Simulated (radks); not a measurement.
Values are calculated unless marked as measured or tabulated.
These are the eigenvalues of the occupied orbitals of an atom or ion with whole-number occupations (eV). Level of theory: non-relativistic Kohn-Sham, LDA (Slater exchange, Perdew-Wang correlation), spin-unpolarised, spherical densities, point nucleus (a radial shooting solver on a logarithmic mesh with Libxc functionals).

1s: -3872.409
2s: -663.2435
2p: -603.5021

Which element is it, and in what charge state? The configuration may be excited.

Answer. Z = 19, potassium, charge +11: K11+ in [He] 2s2 2p4. The list shows which subshells hold electrons but not how many an open one holds; the 1s level, -142.31 hartree, gives Z - s = 16.9 by -(Z - s)^2/2, which with screening narrows Z to a few neighbours, and the depths of the outer levels then fix element, charge and occupations together.
